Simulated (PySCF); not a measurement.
A species of formula C5H8ClN3 has this rotational fingerprint, computed with PBE0/pcSseg-1 in PySCF (dipole) on a GFN2-xTB geometry, gas phase:

| Item | Value |
| --- | --- |
| Rotational constants | A = 1818, B = 1264, C = 887.6 MHz |
| Dipole components | \|μa\| = 0.43 D, \|μb\| = 3.54 D, \|μc\| = 0.00 D |
| Inertial defect | -108.31 u·Å² |
| κ | -0.19 |

Problem. Which structure is it? (One computed conformer of each.)
A. `[CH3:1][CH2:2][n:3]1[n:4][c:5]([CH3:6])[c:7]([Cl:8])[n:9]1` with C1–C2–N3–N4 89°
B. `[CH3:1][CH:2]([CH3:3])[n:4]1[n:5][n:6][cH:7][c:8]1[Cl:9]` with C1–C2–N4–N5 -61°
C. `[CH3:1][CH2:2][n:3]1[n:4][n:5][c:6]([Cl:7])[c:8]1[CH3:9]` with C1–C2–N3–N4 -94°

Solution. B. It is CC(C)n1nncc1Cl, an asymmetric top, point group Cs. The candidates at the same level (rigid rotor, commonest isotopes):

```
          SMILES  A (MHz)  B (MHz)  C (MHz)  μa (D)  μb (D)  μc (D)  Δ (u·Å²)  point group           rotor
  CC(C)n1nncc1Cl     1818     1264    887.6    0.43    3.54    0.00   -108.31           Cs  asymmetric top
  CCn1nnc(Cl)c1C     2956    901.7    741.4    3.69    4.36    0.44    -49.76           C1  asymmetric top
CCn1nc(C)c(Cl)n1     2534    906.2    713.0    1.56    0.93    0.07    -48.27           C1  asymmetric top
```

`CCn1nnc(Cl)c1C` has A 63 % too high; `CCn1nc(C)c(Cl)n1` has A 39 % too high. In the right answer the mirror of this Cs structure is the ab plane, so μc vanishes by symmetry. No structure here is proved a minimum.
